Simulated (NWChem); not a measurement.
Species: C5H7O, doublet; SMILES O=C1C[CH]CC1

```xyz
13

O     -0.0517     2.1030     0.0596
C     -0.0056     0.8953    -0.0061
C      1.2802     0.0536    -0.0347
C      0.8048    -1.3585    -0.0090
C     -0.6924    -1.4761     0.0798
C     -1.2242    -0.0355    -0.0851
H      1.9232     0.3371     0.8154
H      1.8642     0.3178    -0.9332
H      1.4670    -2.2166     0.0187
H     -1.0036    -1.9033     1.0477
H     -1.0988    -2.1579    -0.6815
H     -1.6975     0.1199    -1.0630
H     -1.9620     0.2593     0.6677
```
Atoms are numbered in this order, from 1.

Level: B3LYP/6-31G* (spherical d), spin-unrestricted (NWChem), optimised geometry, unscaled harmonic frequencies. B3LYP is NWChem's, with the RPA form of VWN correlation.

Question: List the harmonic frequencies with IR intensities, and the thermochemistry.

Answer: 
```tsv
frequency (cm⁻¹)	IR intensity (km/mol)
6	2.3
89	4.7
369	23.3
456	3.8
462	7.8
611	2.4
690	1.7
735	3.2
781	2.6
879	0.7
913	0.7
964	1.9
991	7.6
1074	1.8
1099	0.2
1155	81.8
1173	0.5
1241	0.1
1267	0.1
1290	11.5
1348	0.3
1381	10.8
1462	7.8
1479	4.5
1512	3.5
1848	208.7
2984	52.8
2986	2.2
3000	14.7
3027	28.3
3065	11.2
3116	9.7
3226	19.1
```

The zero-point energy comes out as 66.7 kcal/mol. The thermal correction to the enthalpy at 298.15 K (with zero-point energy) is 71.2 kcal/mol. The heat capacity Cv is 21.3 cal/(mol K) and the entropy at 298.15 K and 1 atm (symmetry number 1, electronic part: spin degeneracy alone) comes out as 84.0 cal/(mol K). The dipole moment is 2.73 D.

Rigid rotor and harmonic oscillator; modes under 100 cm⁻¹ make the entropy uncertain.
